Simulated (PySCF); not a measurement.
Atom-mapped SMILES (the numbers label the heavy atoms): `[CH3:1][CH2:2][SiH2:3][SiH3:4]`; H(Xn) means a hydrogen on atom n.

Geometry: PBE0-D3(BJ)/def2-SVP; GIAO shifts from PySCF, gas phase, non-relativistic, averaged over equivalent atoms.

At B97-D/pcSseg-2 (298 basis functions, 84 s wall time on 1 thread of an Arm Neoverse N1, shared host):
```tsv
atoms	δ (ppm)
C1	13.4
C2	7.0
Si3	-62.9
Si4	-110.5
H(Si3)	3.96
H(Si4)	3.48
H(C1)	1.16
H(C2)	1.00
```

Scale: ¹³C (σ = 179.03 ppm), ²⁹Si (σ = 336.56 ppm), ¹H (σ = 31.40 ppm) vs TMS (reference shieldings calculated alike).

Q: What do these become at OPBE/pcSseg-2?

A: 
```tsv
atoms	δ at OPBE/pcSseg-2	change
C1	12.9	-0.5
C2	5.9	-1.1
Si3	-64.8	-1.9
Si4	-110.0	+0.5
H(Si3)	4.05	+0.09
H(Si4)	3.55	+0.07
H(C1)	1.10	-0.06
H(C2)	1.05	+0.05
```

Scale: ¹³C (184.41 ppm), ²⁹Si (355.55 ppm), ¹H (31.20 ppm) against TMS (reference shieldings calculated alike).

The largest change is at Si3 (silicon bonded to C, Si, 2 H). Cost: 298 basis functions, 85 s wall time on 1 thread of an Arm Neoverse N1, shared host.
